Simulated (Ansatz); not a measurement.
Reaction (redistribution): `C[O][GeH]([CH3])[SH]` + `C[O][GeH]([Cl])[SeH]` → `C[O][GeH]([SH])[O]C` + `[CH3][GeH]([Cl])[SeH]`

Gas-phase electronic energies from Ansatz, PBE0-D4/def2-TZVP geometries. CBS: MP2 limit from def2 TZ/QZ plus the TZ coupled-cluster correction, frozen cores. Functionals use def2-TZVPP. B3LYP here is the variant with VWN-RPA as its local correlation; programs differ in this. For Ge, Se outer-core shells are correlated without core-valence functions, which leaves a few kJ/mol of doubt a bond. Scalar relativity is left out up to krypton. One conformer a species, not always the lowest.

```
             level  ΔE (kJ/mol)  difference from CCSD(T)/CBS
         r2SCAN-D4         -2.8                          1.7
          B3LYP-D4         -2.4                          2.1
           ωB97M-V         -3.9                          0.6
            B2PLYP         -4.1                          0.4
               PBE         -2.1                          2.4
            r2SCAN         -2.9                          1.6
              PBE0         -3.8                          0.7
     HF/def2-TZVPP         -8.1                         -3.6
    MP2/def2-TZVPP         -3.9                          0.6
SCS-MP2/def2-TZVPP         -4.6                         -0.1
     HF/def2-QZVPP         -8.2                         -3.7
    MP2/def2-QZVPP         -4.0                          0.5
SCS-MP2/def2-QZVPP         -4.6                         -0.1
      HF/CBS(def2)         -8.2                         -3.7
     MP2/CBS(def2)         -4.0                          0.5
    CCSD/CBS(def2)         -5.3                         -0.8
       CCSD(T)/CBS         -4.5                            0
```

Largest T1 diagnostic among the species: 0.012.

In def2-TZVPP, CCSD(T) changes the Hartree–Fock value by +3.7 kJ/mol (the triples alone add +0.9 kJ/mol) and MP2 by +4.2 kJ/mol.
